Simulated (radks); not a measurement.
Problem. Species: Ta XXXVIII. Configuration: [Kr]. Method: Dirac Kohn-Sham, PBE, spin-unpolarised, spherical densities, finite nucleus; Fermi nuclear charge, rms radius 5.3507 fm; computed with a radial shooting solver on a logarithmic mesh with Libxc functionals. Some entries of the table are withheld. Estimate them.

orbital  occ.  eigenvalue (eV)  <r^2> (bohr^2)  <1/r> (bohr^-1)
1s1/2       2        -68858.90       0.0004789            85.39
2s1/2       2              (1)        0.007307              (2)
2p1/2       2              (3)        0.005226            20.72
2p3/2       4              (4)        0.006424            17.51
3s1/2       2        -4198.796         0.04673            7.712
3p1/2       2        -3976.679         0.04281            7.627
3p3/2       4        -3695.308         0.04896            6.803
3d3/2       4        -3326.415         0.03774            6.686
3d5/2       6        -3264.581         0.03940            6.490
4s1/2       2              (5)          0.1910            3.644
4p1/2       2        -1812.231             (6)            3.573
4p3/2       4        -1724.805             (7)            3.300
4d3/2       0        -1571.979          0.2011            3.182
4d5/2       0        -1553.129          0.2066            3.118
5s1/2       0        -1084.442          0.5609            2.092

Solution. 
(1) 2s1/2 eigenvalue (eV): -13155.47
(2) 2s1/2 <1/r> (bohr^-1): 20.76
(3) 2p1/2 eigenvalue (eV): -12647.75
(4) 2p3/2 eigenvalue (eV): -11376.72
(5) 4s1/2 eigenvalue (eV): -1907.011
(6) 4p1/2 <r^2> (bohr^2): 0.1898
(7) 4p3/2 <r^2> (bohr^2): 0.2091
